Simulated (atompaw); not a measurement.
## Which change was made? (Nd, PAW (atompaw))

```json
{
  "Element": "neodymium (Nd)",
  "Generator": "atompaw 4.2.0.5",
  "Type": "PAW",
  "Functional": "PBE",
  "Relativity": "scalar-relativistic",
  "Frozen core": "[Kr] 4d10",
  "Valence charge": "14",
  "Reference configuration": "4f4 5s2 5p6 5d0 6s1 6p0 (charge +1)",
  "Partial waves": "5s (bound): rc 2.15 bohr; 6s (bound): rc 3.00 bohr; 5p (bound): rc 2.75 bohr; 6p (bound, empty): rc 3.00 bohr; 5d (bound, empty): rc 3.00 bohr; 5d channel at 0.05 Ry: rc 3.00 bohr; 4f (bound): rc 1.95 bohr; 4f channel at 0.2 Ry: rc 1.95 bohr",
  "Local potential": "troulliermartins scheme with l = 4 at 1 Ry, radius 2.50 bohr",
  "Core correction": "smooth core density matched at 2.85 bohr",
  "Augmentation charge": "gaussian compensation charge, radius 2.30 bohr; PAW radius 3.00 bohr; waves and projectors: custom polynom2 7 10 vanderbiltortho"
}
```

Cutoffs, loose and tight: the cutoffs (Ry, on a coarse ladder) from which the occupation-weighted sum of valence levels, in a spherical-Bessel basis at the reference potential, stays within 10 and 1 mRy of its value at 400 Ry. They see the waves, projectors and local potential, not the compensation charge or the core.

The base gives: outcome: generated; cutoff, loose: 35 Ry; cutoff, tight: 120 Ry; bound ghosts: none.

Q: After one change the result is: outcome: generated; cutoff, loose: 35 Ry; cutoff, tight: 120 Ry; bound ghosts: s. Which change was it?
A. local potential troulliermartins scheme with l = 4 at 1 Ry, radius 1.80 bohr
B. local potential troulliermartins scheme with l = 4 at 1 Ry, radius 1.28 bohr
C. local potential troulliermartins scheme with l = 4 at 1 Ry, radius 1.58 bohr

A: A. The others give: local potential troulliermartins scheme with l = 4 at 1 Ry, radius 1.58 bohr → outcome: generated; cutoff, loose: 35 Ry; cutoff, tight: 120 Ry; bound ghosts: s, p | local potential troulliermartins scheme with l = 4 at 1 Ry, radius 1.28 bohr → outcome: generated; cutoff, loose: 30 Ry; cutoff, tight: 120 Ry; bound ghosts: s, p, d.
